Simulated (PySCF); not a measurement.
## ZnH2: bend–stretch map

Method: PySCF, r2SCAN, basis Zn def2-TZVP, H def2-TZVP (no relativity, density fitting).

Rigid scan from the singlet minimum (Zn–H 1.532 Å (×2); H–Zn–H 180.0°). Coordinate: rows scale both bonds, columns set the H–Zn–H angle. Energies in kJ/mol from the minimum.

Rows run from the largest first scale (top) to the smallest, columns from the smallest angle to the largest. Lower edges of the bins (kJ/mol): '_' 0.0, '.' 1.4, ':' 3.7, '-' 7.2, '=' 12.9, '+' 21.8, '*' 36.0, '#' 58.5, '%' 94.1, '@' 150.6; top 240, each point printed twice.
```
@@%%%%##**++++
@@%%##**++==--
@@%%##**++--..
@@%%##**++::__
@@@@%%##++--..
@@@@%%##**====
```

Give the energies on the grid of the scan.


| scale \ angle | 90 | 105 | 120 | 135 | 150 | 165 | 180 |
| --- | --- | --- | --- | --- | --- | --- | --- |
| 0.94 | 240 | 170 | 115 | 72 | 40 | 20 | 13 |
| 0.97 | 221 | 153 | 100 | 59 | 29 | 10 | 3 |
| 1.00 | 210 | 144 | 93 | 53 | 24 | 6 | 0 |
| 1.03 | 204 | 140 | 91 | 53 | 26 | 9 | 3 |
| 1.06 | 203 | 141 | 94 | 58 | 32 | 15 | 10 |
| 1.10 | 207 | 148 | 104 | 70 | 45 | 30 | 25 |

The bond scale of lowest energy on the grid is 1.06 at 90°, 1.03 at 105°, 1.03 at 120°, 1.03 at 135°, 1.00 at 150°, 1.00 at 165°, 1.00 at 180°.
